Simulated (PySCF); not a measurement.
Species: C6H13F.
Z-matrix (Å and degrees, GFN2-xTB geometry), rows numbered from 1:
```
C 
C   1  1.5251
C   2  1.5349  1  114.82
C   3  1.5292  2  111.70  1   -66.52
C   3  1.5341  2  112.96  1    57.98
C   5  1.5213  3  114.50  2    55.00
F   5  1.3903  3  107.69  2   174.50
H   1  1.0878  2  109.74  3   178.00
H   1  1.0870  2  111.32  3   -62.36
H   1  1.0863  2  111.04  3    58.68
H   2  1.0916  1  109.11  3   123.06
H   2  1.0925  1  108.68  3  -120.51
H   3  1.0968  2  107.53  1   175.26
H   4  1.0873  3  111.06  2    64.65
H   4  1.0873  3  110.27  2   -55.93
H   4  1.0870  3  110.03  2  -175.65
H   5  1.0977  3  110.87  2   -71.29
H   6  1.0878  5  109.22  3   169.88
H   6  1.0850  5  110.58  3   -70.43
H   6  1.0877  5  110.23  3    50.68
```

Method: PySCF, TDDFT PBE0/def2-SVPD, vertical, gas phase, core orbitals frozen in the response.

Kohn–Sham orbitals with the atoms that hold most of them (Löwdin shares over 4%, at most four atoms; ? is withheld):

| orbital | ε (eV) | atoms |
| --- | --- | --- |
| LUMO+2 | 1.25 | C6 16%, C4 12%, H15 9%, H18 8% |
| LUMO+1 | 1.17 | H13 14%, H17 10%, H12 9%, H11 9% |
| LUMO | ? | C1 16%, C6 10%, C2 9%, H19 7% |
| HOMO | -8.71 | ? |
| HOMO-1 | -8.98 | ? |
| HOMO-2 | -9.28 | C3 24%, C2 18%, C1 12%, C4 12% |
| HOMO-3 | -9.56 | F7 20%, C2 13%, C1 10%, C5 10% |

(1) Which atoms hold the HOMO, and with what shares?

(2) Which atoms hold the HOMO-1, and with what shares?

(3) What is the LUMO energy, and the HOMO–LUMO gap?

## Answers

(1) C5 (bonded to 2 C, F and H) 19%; F7 (bonded to C) 19%; C3 (bonded to 3 C and H) 18%; C2 (bonded to 2 C and 2 H) 9%. By element: carbon 47% or more, fluorine 19%.

(2) C4 (bonded to C and 3 H) 15%; C3 (bonded to 3 C and H) 14%; F7 (bonded to C) 12%; C6 (bonded to C and 3 H) 12%. By element: carbon 40% or more, fluorine 12%.

(3) ε(LUMO) = 0.69 eV; the gap is 9.40 eV (0.3455 hartree).

Problem. How does S1 compare with the orbital gap of 9.40 eV?

Solution. S1 is at 8.34 eV (f = 0.0005), 1.06 eV below the gap, made of HOMO→LUMO (98%). 

Problem. One configuration dominates each of S1, S2, S3, S4 and S6. Which, and how do the shares of the two leading atoms of either orbital change from the occupied to the empty one?

Solution. 
- S1 (8.34 eV, f 0.0005), HOMO→LUMO (98%): C5 19% → at most 7%, F7 19% → at most 7%, C1 at most 9% → 16%, C6 at most 9% → 10%
- S2 (8.60 eV, f 0.0007), HOMO-1→LUMO (96%): C4 15% → at most 7%, C3 14% → at most 7%, C1 at most 12% → 16%, C6 12% → 10%
- S3 (8.74 eV, f 0.017), HOMO→LUMO+1 (94%): C5 19% → at most 9%, F7 19% → at most 9%, H13 at most 9% → 14%, H17 at most 9% → 10%
- S4 (8.87 eV, f 0.0058), HOMO-2→LUMO (96%): C3 24% → at most 7%, C2 18% → 9%, C1 12% → 16%, C6 at most 12% → 10%
- S6 (8.99 eV, f 0.016), HOMO-1→LUMO+1 (79%): C4 15% → at most 9%, C3 14% → at most 9%, H13 at most 12% → 14%, H17 at most 12% → 10%

One conformer stands for the species.
